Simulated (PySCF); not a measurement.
Computed shifts of a molecule CH7GeNO, HF/pcSseg-1 in PySCF, GIAO, gas phase, atoms alike by connectivity averaged where their shifts nearly agree, in ppm (number of nuclei): ¹³C: 32.6 (1). ¹⁵N: 17.1 (1). ¹H: 4.77 (1), 4.65 (1), 2.95 (3), 0.64 (1), 0.31 (1). References: ¹³C against TMS (σ = 192.6 ppm); ¹⁵N against NH3 (σ = 267.3 ppm); ⁷³Ge against GeH4 (σ = 1776.1 ppm); ¹⁷O against H2O (σ = 333.0 ppm); ¹H against TMS (σ = 31.99 ppm), references at their B3LYP-D3(BJ)/def2-TZVP geometries, non-relativistic. Geometry optimised at ωB97X-D3(BJ)/def2-SVP. The values are those of a single conformer.

### Question
Which molecule gave these data?
(A) [CH3][Ge@@H]([NH2])[OH]
(B) N[CH2][GeH2][OH]
(C) C[NH][GeH2][OH]

### Answer
C, C[NH][GeH2][OH]
